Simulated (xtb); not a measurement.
AuCl, triplet, from a rough starting geometry (GFN-xTB shapes and energies of metal compounds can be far from the true ones) (the multiplicity is a formal guess); GFN2-xTB (xtb 6.7.1).

Here is a job for xtb.
```
$ xtb mol.xyz --gfn 2 --uhf 2 --opt vtight --json

# file mol.xyz
2

Au    -0.66033822    -0.58773634    -0.64761436
Cl     0.67432840     0.63667881     0.71371747
```

Q: Predict the main parts of the log of this xtb run.

A: 
```
   ID    Z sym.   atoms
    1   79 Au     1
    2   17 Cl     2

           -------------------------------------------------
          |                Calculation Setup                |
           -------------------------------------------------

           -------------------------------------------------
          |                 G F N 2 - x T B                 |
           -------------------------------------------------

          ...................................................
          :                      SETUP                      :
          :.................................................:
          :  # basis functions                  20          :
          :  # atomic orbitals                  18          :
          :  # shells                            6          :
          :  # electrons                        18          :
          :  max. iterations                   250          :
          :  Hamiltonian                  GFN2-xTB          :
          :  restarted?                      false          :
          :  GBSA solvation                  false          :
          :  PC potential                    false          :
          :  electronic temp.          300.0000000     K    :
          :  accuracy                    1.0000000          :
          :  -> integral cutoff          0.2500000E+02      :
          :  -> integral neglect         0.1000000E-07      :
          :  -> SCF convergence          0.1000000E-05 Eh   :
          :  -> wf. convergence          0.1000000E-03 e    :
          :  Broyden damping             0.4000000          :
          :  net charge                          0          :
          :  unpaired electrons                  2          :
          ...................................................

 iter      E             dE          RMSdq      gap      omega  full diag
   1     -8.2564867 -0.825649E+01  0.864E+00    7.38       0.0  T
   2     -8.2029787  0.535080E-01  0.721E+00    7.31       1.0  T
   3     -8.2640836 -0.611048E-01  0.524E+00    7.23       1.0  T
   4     -8.2811056 -0.170221E-01  0.302E+00    7.15       1.0  T
   5     -8.2897514 -0.864580E-02  0.196E+00    7.15       1.0  T
   6     -8.2872020  0.254942E-02  0.214E+00    7.15       1.0  T
   7     -8.2915363 -0.433424E-02  0.132E+00    7.16       1.0  T
   8     -8.2924957 -0.959492E-03  0.821E-01    7.16       1.0  T
   9     -8.2932027 -0.706964E-03  0.876E-02    7.15       1.0  T
  10     -8.2932062 -0.346019E-05  0.707E-02    7.15       1.0  T
  11     -8.2932123 -0.610530E-05  0.175E-02    7.15       4.0  T
  12     -8.2932127 -0.450101E-06  0.897E-03    7.15       7.9  T
  13     -8.2932128 -0.585386E-07  0.261E-03    7.15      27.1  T
  14     -8.2932128  0.207141E-10  0.329E-04    7.15     214.7  T
  15     -8.2932128 -0.117577E-09  0.911E-05    7.15     776.3  T

   *** convergence criteria satisfied after 15 iterations ***

 transition dipole moment (au) for excitation:           9          10
     X       Y       Z
  -0.1600   0.0393   0.1216  total (au/Debye):    0.205   0.520
 dE (eV)             :    3.911
 oscillator strength :  0.56815E-02

         :::::::::::::::::::::::::::::::::::::::::::::::::::::
         ::                     SUMMARY                     ::
         :::::::::::::::::::::::::::::::::::::::::::::::::::::
         :: total energy              -8.291824338874 Eh    ::
         :: gradient norm              0.054726367776 Eh/a0 ::
         :: HOMO-LUMO gap              7.154328686293 eV    ::
         ::.................................................::
         :: SCC energy                -8.293212787376 Eh    ::
         :: -> isotropic ES            0.015855793151 Eh    ::
         :: -> anisotropic ES         -0.000878978192 Eh    ::
         :: -> anisotropic XC          0.001346173349 Eh    ::
         :: -> dispersion             -0.000874740697 Eh    ::
         :: repulsion energy           0.001388448502 Eh    ::
[...]
 * total energy  :    -8.2918243 Eh     change       -0.7842615E-11 Eh
 * total energy  :    -8.3044200 Eh     change       -0.1259562E-01 Eh
 * total energy  :    -8.3060552 Eh     change       -0.1635240E-02 Eh
 * total energy  :    -8.3065139 Eh     change       -0.4586969E-03 Eh
 * total energy  :    -8.3065481 Eh     change       -0.3418538E-04 Eh
 * total energy  :    -8.3065503 Eh     change       -0.2228918E-05 Eh
 * total energy  :    -8.3065503 Eh     change       -0.5794542E-08 Eh
   *** GEOMETRY OPTIMIZATION CONVERGED AFTER 7 ITERATIONS ***
         :: total energy              -8.306550315410 Eh    ::
[...]
         :: -> anisotropic XC         -0.000147357438 Eh    ::
         :: -> dispersion             -0.000879653680 Eh    ::
         :: repulsion energy           0.000023630648 Eh    ::
         :: add. restraining           0.000000000000 Eh    ::
         :: total charge              -0.000000000000 e     ::
         :::::::::::::::::::::::::::::::::::::::::::::::::::::

           -------------------------------------------------
          |                Property Printout                |
           -------------------------------------------------

    * Orbital Energies and Occupations

         #    Occupation            Energy/Eh            Energy/eV
      -------------------------------------------------------------
         1        2.0000           -1.0485376             -28.5322
         2        2.0000           -0.4523636             -12.3094
         3        1.9999           -0.4326884             -11.7741
         4        1.9999           -0.4326884             -11.7741
         5        1.9993           -0.4311712             -11.7328
         6        1.9993           -0.4311712             -11.7328
         7        1.6820           -0.4250148             -11.5652
         8        1.6599           -0.4249198             -11.5627
         9        1.6599           -0.4249198             -11.5627
        10        1.0000           -0.3225226              -8.7763 (HOMO)
        11                         -0.0145660              -0.3964 (LUMO)
        12                         -0.0145660              -0.3964
        13                          0.0302196               0.8223
        14                          0.0302196               0.8223
        15                          0.0303365               0.8255
        16                          0.0303365               0.8255
        17                          0.0329555               0.8968
        18                          0.0820473               2.2326
      -------------------------------------------------------------
                  HL-Gap            0.3079566 Eh            8.3799 eV
             Fermi-level           -0.2964172 Eh           -8.0659 eV

     #   Z          covCN         q      C6AA      α(0)
     1  79 Au       0.502     0.223   297.026    33.912
     2  17 Cl       0.502    -0.223   103.681    15.549

 Mol. C6AA /au·bohr⁶  :        746.244493
 Mol. C8AA /au·bohr⁸  :      55405.295548
 Mol. α(0) /au        :         49.461444

Wiberg/Mayer (AO) data.
largest (>0.10) Wiberg bond orders for each atom

 ---------------------------------------------------------------------------
     #   Z sym  total        # sym  WBO       # sym  WBO       # sym  WBO
 ---------------------------------------------------------------------------
     1  79 Au   0.487 --     2 Cl   0.487
     2  17 Cl   0.487 --     1 Au   0.487
 ---------------------------------------------------------------------------

Topologies differ in total number of bonds
Writing topology from bond orders to xtbtopo.mol

molecular dipole:
                 x           y           z       tot (Debye)
 q only:       -0.691      -0.634      -0.705
   full:       -0.525      -0.481      -0.535       2.265
molecular quadrupole (traceless):
                xx          xy          yy          xz          yz          zz
 q only:        0.055      -0.061      -0.005      -0.079      -0.108      -0.050
  q+dip:        0.034      -0.225       0.019      -0.259      -0.265      -0.053
   full:        0.025      -0.432       0.046      -0.489      -0.476      -0.071

optimized geometry written to: xtbopt.xyz

           -------------------------------------------------
          | TOTAL ENERGY               -8.306550315410 Eh   |
          | GRADIENT NORM               0.000000343986 Eh/α |
          | HOMO-LUMO GAP               8.379925726981 eV   |
           -------------------------------------------------

normal termination of xtb
```
